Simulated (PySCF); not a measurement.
Er⁺: ionisation energy

Er⁺ [Xe] 4f12 6s1 [4f5/2^6 4f7/2^6 6s1/2^1, M_J = 13/2] → Er²⁺ [Xe] 4f12 [4f5/2^6 4f7/2^6, M_J = 6], as a difference of total energies. All numbers are calculated (PySCF 2.14, the two-component X2C-1e Hamiltonian, in x2c-QZVPPall-2c). Correlated levels: [Ar] 3d10 frozen; the 40 highest virtual spinors dropped. "Screened" scales the spin-orbit matrix elements by Boettger's factors to mimic the two-electron term; Breit and QED terms are absent.

```tsv
method	ionisation energy (eV)	difference from reference (eV)
GHF (spin-free)	11.049	-0.867
GMP2 (spin-free)	12.034	+0.118
GHF (screened spin-orbit)	11.054	-0.862
GMP2 (screened spin-orbit)	12.039	+0.123
```

Reference: 11.916 ± 0.02 eV (semi-empirical (NIST evaluation); NIST Atomic Spectra Database, ionization energies).

The spin-free rows relax to the high-spin LS determinant and lack the spin-orbit shift.

The labels give the starting determinants; with spin-orbit coupling the two ends relaxed to ⟨J²⟩ = 48.77, ⟨L²⟩ = 30.19, ⟨S²⟩ = 3.83 and ⟨J²⟩ = 42.02, ⟨L²⟩ = 30.19, ⟨S²⟩ = 2.08.
